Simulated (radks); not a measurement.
Results of a calculation; reference values are marked as such.
Q: Au46+, 33 electrons, occupied as [Ar] 3d10 4s2 4p3 (the NIST ground configuration). Level of theory: scalar-relativistic Kohn-Sham, PBE, spin-unpolarised, spherical densities, point nucleus (a radial shooting solver on a logarithmic mesh with Libxc functionals). Some entries of the table are withheld. Estimate them.

orbital,occ.,eigenvalue (eV),<1/r> (bohr^-1),r(max) (bohr)
1s,2,-83136.75,95.83,0.01041
2s,2,-16580.33,22.49,0.06012
2p,6,-14650.78,20.00,0.04977
3s,2,(1),8.472,0.1683
3p,6,(2),(3),(4)
3d,10,-4448.439,7.289,0.1357
4s,2,-2669.589,(5),0.3570
4p,3,-2457.833,3.840,0.3680

A: 
(1) 3s eigenvalue (eV): -5590.765
(2) 3p eigenvalue (eV): -5027.977
(3) 3p <1/r> (bohr^-1): 7.745
(4) 3p r(max) (bohr): 0.1673
(5) 4s <1/r> (bohr^-1): 4.127
